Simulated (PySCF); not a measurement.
# How the method changes the shape and vibrations of CH4OSi

All numbers below are calculated, not measured. The program is PySCF 2.14.0, an open-source quantum chemistry code, run on an isolated molecule that a program drew, which may never have been made. The molecule is CH4OSi (charge 0, singlet), drawn as the SMILES string `OC[SiH]`.

The geometry was optimised and harmonic frequencies were computed with HF and MP2, all in the cc-pV(D+d)Z basis, for the commonest isotopes, with a restricted reference for singlets and an unrestricted one otherwise, and a frozen core in MP2. Each result is a local minimum of its method.

Geometry at the HF minimum:
```xyz
7
CH4OSi, angstrom
O    -0.9638    1.3660   -0.0781
C     0.1701    0.9035    0.6118
Si    1.2064   -0.5368   -0.1050
H    -0.7881    1.3495   -1.0066
H     0.9194    1.7117    0.7433
H    -0.1500    0.6634    1.6295
H     0.7732   -0.3218   -1.5490
```

Lengths of the bonds as drawn, in Å (atoms numbered as above):
```
bond,HF,MP2
O1-C2,1.405,1.418
C2-Si3,1.914,1.900
O1-H4,0.945,0.968
C2-H5,1.110,1.138
C2-H6,1.094,1.104
Si3-H7,1.523,1.529
```

Rotational constants, in GHz:
```
constant     HF    MP2
       A  35.19  36.84
       B  5.307  5.193
       C  4.784  4.706
```

Harmonic frequencies in cm^-1, each column in rising order, so a row needn't be the same motion in every method:
```
rank,HF,MP2
1,195,158
2,304,295
3,314,322
4,550,454
5,647,628
6,902,859
7,1173,1097
8,1266,1199
9,1357,1225
10,1485,1372
11,1559,1443
12,2105,2063
13,3014,?
14,3208,3131
15,4149,3834
```

**Estimate the missing MP2 frequency from the HF column.**

A single factor s that minimises the squared misfit of MP2 against s times HF over the other rows is sum(HF x MP2) / sum(HF^2) = 0.9431, with an rms misfit of 49 cm^-1. For rank 13 it gives 0.9431 x 3014 = 2843 cm^-1. The calculation gives 2775 cm^-1, 68 cm^-1 below the estimate. The drawn bonds are on average 1.1 % longer in MP2 than in HF.
